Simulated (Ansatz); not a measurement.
C₄H₁₁NSi, SMILES CNC1([SiH3])CC1.

Coordinates come from a B3LYP-D3(BJ)/def2-SVP optimisation. The structure was generated by enumeration, and PubChem lists no compound with its InChIKey, so it may never have been made. One conformer was computed; it need not be the lowest.

Two levels are set side by side: PBE/def2-SVPD (Ansatz, an electronic-structure program) and PBE0/def2-SVPD (Ansatz). Energy differences of separate SCF runs at the same geometry; the states with an electron removed or added have multiplicity 2 and 2. Differences are taken from unrounded values.

```csv
quantity,PBE0
vertical ionisation energy (eV),8.22
vertical singlet–triplet gap (eV),5.46
```

Q: What does PBE give, and how far is it from PBE0? (The exact figures need the calculation; the answer reports its results.)

A: 
| quantity | PBE | PBE minus PBE0 |
|---|---|---|
| vertical ionisation energy (eV) | 8.03 | -0.19 |
| vertical singlet–triplet gap (eV) | 5.11 | -0.35 |
